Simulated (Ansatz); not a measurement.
BH$_{7}$N$_{2}$OSn, SMILES `B[NH][SnH]([NH2])[OH]` from Hartree–Fock to CCSD(T)

Z-matrix (Å, degrees):
```
Sn
N 1 2.050
O 1 1.948 2 103.8
N 1 2.007 2 114.8 3 -114.4
H 1 1.700 2 110.1 3 121.4
B 2 1.389 1 125.3 3 19.3
H 2 1.010 1 117.2 3 -160.7
H 3 0.962 1 111.1 2 -3.2
H 4 1.011 1 114.1 2 54.3
H 4 1.011 1 115.2 2 -72.3
H 6 1.205 2 119.4 1 -0.1
H 6 1.199 2 120.7 1 179.9
```

The species carries charge 0 and has multiplicity 1. Correlated methods freeze the filled d shell of Sn. Sn takes the def2 core potential. The geometry is a stationary point of PBE0-D4/def2-TZVP. It is one conformer, not always the lowest. Frozen core, restricted reference, Ansatz.

```csv
basis,HF (Eh),MP2 corr.,CCSD corr.,(T),CCSD(T) total
def2-SVP,-425.74148,-0.69795,-0.74110,-0.01980,-426.50238
def2-TZVPP,-426.02294,-0.86885,-0.89919,-0.03484,-426.95697
def2-QZVPP,-426.03625,-0.93310,–,–,–
```
